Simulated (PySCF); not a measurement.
Record of a relaxation.

Species: GeH8N2Si.
Atom-mapped SMILES: `[SiH3:1][NH:2][NH:3][GeH3:4]` (hydrogens: H5, H6, H7 on Si1; H8 on N2; H9 on N3; H10, H11, H12 on Ge4)

Method: PBE0-D3(BJ)/def2-SVP geometry optimisation, gas phase in PySCF 2.14.0; density fitting, grid level 1; the optimiser is geomeTRIC in internal coordinates, started from a GFN2-xTB structure with every atom displaced at random (about 0.01 Å). The frame can shift and turn from step to step; on so coarse a grid that alone can change the energy by a few meV, and forces under 0.02 eV/Å are noise.

Step 0: E = -67479.3097 eV, largest atomic force 3.036 eV/Å
```
atom  x, y, z in Å  |  force x, y, z in eV/Å
Si1     1.937   -0.038   -0.207   -1.374   0.853   0.141
N2      0.461   -0.934   -0.074   -0.986   0.412   0.412
N3     -0.674   -0.487    0.681    2.623  -0.499   1.444
Ge4    -1.880    0.532   -0.152   -1.175  -0.017  -0.061
H5      1.550    1.248   -0.862    0.262   0.117  -0.037
H6      2.769   -0.866   -1.023    0.935  -0.632  -0.669
H7      2.541    0.290    1.094    0.392   0.101   0.448
H8      0.537   -1.934   -0.046   -0.104  -0.654   0.018
H9     -0.367   -0.147    1.625   -0.519  -0.445  -0.940
H10    -2.430   -0.305   -1.263   -0.288  -0.386  -0.637
H11    -1.455    1.850   -0.687    0.515   1.032  -0.408
H12    -2.949    0.763    0.904   -0.280   0.116   0.290
```

Step 1: E = -67479.5441 eV, largest atomic force 0.847 eV/Å
```
atom  x, y, z in Å  |  force x, y, z in eV/Å
Si1     1.915    0.040   -0.159    0.227  -0.088   0.012
N2      0.484   -0.934   -0.009   -0.014  -0.296   0.089
N3     -0.659   -0.554    0.687   -0.569   0.548  -0.306
Ge4    -1.923    0.497   -0.204    0.197  -0.113   0.127
H5      1.628    1.346   -0.822   -0.092  -0.005  -0.010
H6      2.856   -0.774   -0.994   -0.038   0.065   0.061
H7      2.583    0.358    1.152   -0.032   0.004  -0.023
H8      0.573   -1.950   -0.053    0.042   0.161  -0.134
H9     -0.526   -0.363    1.678    0.124   0.008   0.011
H10    -2.458   -0.323   -1.402    0.087   0.087   0.132
H11    -1.386    1.874   -0.728   -0.046  -0.347   0.131
H12    -3.037    0.756    0.842    0.114  -0.026  -0.091
```

Step 2: E = -67479.5652 eV, largest atomic force 0.274 eV/Å
```
atom  x, y, z in Å  |  force x, y, z in eV/Å
Si1     1.877    0.039   -0.141    0.136  -0.106  -0.133
N2      0.470   -0.979   -0.052    0.157   0.225   0.017
N3     -0.644   -0.548    0.667   -0.177   0.016   0.042
Ge4    -1.897    0.495   -0.200    0.036  -0.063   0.009
H5      1.531    1.344   -0.782   -0.028  -0.011   0.010
H6      2.872   -0.709   -0.969    0.041   0.031   0.012
H7      2.493    0.358    1.192   -0.040  -0.012   0.014
H8      0.564   -1.989   -0.115   -0.126   0.005   0.025
H9     -0.458   -0.334    1.646    0.007  -0.049   0.000
H10    -2.486   -0.341   -1.346   -0.011  -0.002  -0.004
H11    -1.316    1.808   -0.778    0.005  -0.034   0.004
H12    -2.957    0.828    0.866   -0.002   0.000   0.004
```

Step 3: E = -67479.5688 eV, largest atomic force 0.319 eV/Å
```
atom  x, y, z in Å  |  force x, y, z in eV/Å
Si1     1.924    0.028   -0.150   -0.141   0.113   0.044
N2      0.471   -0.923   -0.033   -0.041  -0.088  -0.008
N3     -0.664   -0.519    0.676    0.283  -0.018   0.146
Ge4    -1.927    0.485   -0.197   -0.026  -0.011  -0.027
H5      1.599    1.345   -0.776    0.037   0.019  -0.005
H6      2.886   -0.741   -0.992   -0.018  -0.032   0.003
H7      2.560    0.320    1.179    0.024   0.001   0.005
H8      0.533   -1.932   -0.121   -0.016  -0.060  -0.034
H9     -0.489   -0.317    1.659   -0.029  -0.029  -0.032
H10    -2.480   -0.363   -1.349   -0.054  -0.042  -0.059
H11    -1.360    1.796   -0.764    0.036   0.134  -0.072
H12    -3.003    0.794    0.855   -0.056   0.013   0.040
```

Step 4: E = -67479.5742 eV, largest atomic force 0.064 eV/Å
```
atom  x, y, z in Å  |  force x, y, z in eV/Å
Si1     1.910    0.033   -0.146   -0.022   0.008  -0.004
N2      0.471   -0.939   -0.042    0.018  -0.013   0.006
N3     -0.652   -0.525    0.676    0.038   0.046   0.024
Ge4    -1.918    0.487   -0.198    0.001  -0.015   0.003
H5      1.586    1.352   -0.769    0.002  -0.001  -0.001
H6      2.881   -0.729   -0.986    0.001  -0.004   0.003
H7      2.539    0.321    1.187   -0.001   0.001   0.002
H8      0.533   -1.950   -0.129   -0.016  -0.001  -0.022
H9     -0.471   -0.322    1.658   -0.014  -0.022   0.001
H10    -2.493   -0.367   -1.340   -0.009  -0.003   0.002
H11    -1.351    1.799   -0.786    0.006   0.003  -0.012
H12    -2.986    0.811    0.862   -0.006   0.004  -0.002
```

Step 5: E = -67479.5750 eV, largest atomic force 0.040 eV/Å
```
atom  x, y, z in Å  |  force x, y, z in eV/Å
Si1     1.909    0.033   -0.145   -0.005  -0.005  -0.006
N2      0.470   -0.939   -0.047    0.011   0.005   0.017
N3     -0.647   -0.520    0.678    0.018   0.036   0.000
Ge4    -1.917    0.486   -0.197   -0.003  -0.009   0.003
H5      1.587    1.356   -0.759    0.001  -0.002  -0.002
H6      2.882   -0.725   -0.987    0.003  -0.001   0.000
H7      2.536    0.313    1.192   -0.003   0.001   0.000
H8      0.525   -1.950   -0.142   -0.010   0.003  -0.013
H9     -0.463   -0.320    1.659   -0.010  -0.023   0.004
H10    -2.502   -0.377   -1.327   -0.005  -0.001   0.005
H11    -1.350    1.791   -0.802    0.004  -0.007  -0.004
H12    -2.980    0.823    0.866    0.001   0.004  -0.003
```

Step 6: E = -67479.5761 eV, largest atomic force 0.041 eV/Å
```
atom  x, y, z in Å  |  force x, y, z in eV/Å
Si1     1.912    0.031   -0.144    0.007  -0.008  -0.003
N2      0.468   -0.933   -0.054   -0.007   0.006   0.026
N3     -0.639   -0.508    0.681    0.004   0.024  -0.033
Ge4    -1.919    0.486   -0.193   -0.006   0.001   0.004
H5      1.597    1.363   -0.744    0.001  -0.002  -0.004
H6      2.884   -0.722   -0.991    0.001   0.000  -0.003
H7      2.536    0.294    1.198   -0.002   0.002  -0.003
H8      0.507   -1.942   -0.170    0.007   0.003  -0.003
H9     -0.452   -0.320    1.664   -0.011  -0.018   0.009
H10    -2.523   -0.396   -1.300   -0.002   0.001   0.006
H11    -1.351    1.774   -0.833    0.001  -0.013   0.003
H12    -2.970    0.848    0.873    0.007   0.004  -0.001
```

Step 7: E = -67479.5766 eV, largest atomic force 0.044 eV/Å
```
atom  x, y, z in Å  |  force x, y, z in eV/Å
Si1     1.914    0.030   -0.144    0.007  -0.002   0.000
N2      0.467   -0.930   -0.055   -0.014   0.001   0.028
N3     -0.637   -0.503    0.683    0.007   0.017  -0.040
Ge4    -1.920    0.487   -0.191   -0.005   0.001   0.006
H5      1.605    1.364   -0.741    0.002  -0.001  -0.004
H6      2.884   -0.725   -0.993   -0.002  -0.001  -0.003
H7      2.539    0.287    1.198    0.000   0.001  -0.003
H8      0.499   -1.938   -0.182    0.010   0.002   0.001
H9     -0.451   -0.326    1.667   -0.011  -0.014   0.007
H10    -2.536   -0.403   -1.285   -0.002   0.001   0.004
H11    -1.349    1.765   -0.847    0.000  -0.009   0.003
H12    -2.964    0.863    0.878    0.007   0.004   0.002
```

Step 8: E = -67479.5774 eV, largest atomic force 0.040 eV/Å
```
atom  x, y, z in Å  |  force x, y, z in eV/Å
Si1     1.917    0.028   -0.147    0.004   0.006   0.000
N2      0.466   -0.925   -0.055   -0.012  -0.011   0.021
N3     -0.635   -0.496    0.683    0.012   0.008  -0.037
Ge4    -1.921    0.491   -0.185   -0.003   0.000   0.009
H5      1.617    1.363   -0.746    0.001  -0.001  -0.002
H6      2.882   -0.734   -0.996   -0.003  -0.001  -0.001
H7      2.544    0.282    1.194    0.001   0.000  -0.002
H8      0.489   -1.931   -0.199    0.009  -0.001   0.005
H9     -0.457   -0.343    1.673   -0.010  -0.004   0.005
H10    -2.564   -0.406   -1.258   -0.004   0.002  -0.001
H11    -1.342    1.750   -0.868    0.000   0.000  -0.002
H12    -2.947    0.894    0.891    0.005   0.002   0.005
```

Step 9: E = -67479.5780 eV, largest atomic force 0.028 eV/Å
```
atom  x, y, z in Å  |  force x, y, z in eV/Å
Si1     1.919    0.025   -0.150    0.001   0.006  -0.001
N2      0.466   -0.924   -0.053   -0.003  -0.013   0.013
N3     -0.635   -0.492    0.682    0.013   0.003  -0.025
Ge4    -1.922    0.496   -0.181   -0.001  -0.002   0.010
H5      1.626    1.358   -0.758    0.000   0.000   0.000
H6      2.880   -0.745   -0.997   -0.002  -0.001   0.000
H7      2.548    0.285    1.189    0.001  -0.001  -0.001
H8      0.485   -1.929   -0.206    0.001  -0.001   0.005
H9     -0.466   -0.360    1.676   -0.007   0.002   0.002
H10    -2.590   -0.400   -1.238   -0.003   0.002  -0.003
H11    -1.334    1.742   -0.880   -0.001   0.004  -0.004
H12    -2.929    0.920    0.905    0.002   0.000   0.004
```

Step 10: E = -67479.5783 eV, largest atomic force under 0.02 eV/Å
```
atom  x, y, z in Å  |  force x, y, z in eV/Å
Si1     1.921    0.022   -0.153   -0.002   0.002  -0.002
N2      0.467   -0.926   -0.052    0.005  -0.008   0.004
N3     -0.634   -0.491    0.679    0.007   0.002  -0.011
Ge4    -1.922    0.501   -0.178    0.000  -0.001   0.006
H5      1.629    1.352   -0.769   -0.001   0.000   0.001
H6      2.880   -0.754   -0.996    0.000  -0.001   0.000
H7      2.550    0.289    1.184    0.001  -0.001   0.000
H8      0.484   -1.931   -0.206   -0.004  -0.001   0.003
H9     -0.473   -0.370    1.676   -0.003   0.004   0.000
H10    -2.607   -0.392   -1.228   -0.002   0.001  -0.002
H11    -1.330    1.740   -0.886   -0.001   0.003  -0.003
H12    -2.915    0.935    0.916    0.000  -0.001   0.002
```

**Question.** Summarise the path.

**Answer.** The energy falls by 6.19 kcal/mol from step 0 to step 10; nine tenths of that is first reached at step 2. It falls at every step. The largest force goes from 3.036 to under 0.02 eV/Å. Among the bonds Si1–H6 changes most, from 1.429 to 1.494 Å; the atoms move by 0.153 Å rms after alignment.

The cost below is that of the whole optimisation. Hardware: one thread, Arm Neoverse V2 (aarch64), no GPU, shared host with 32 logical CPUs at a one-minute load of 14. Cost: 52 s, 0.49 GiB resident at most.
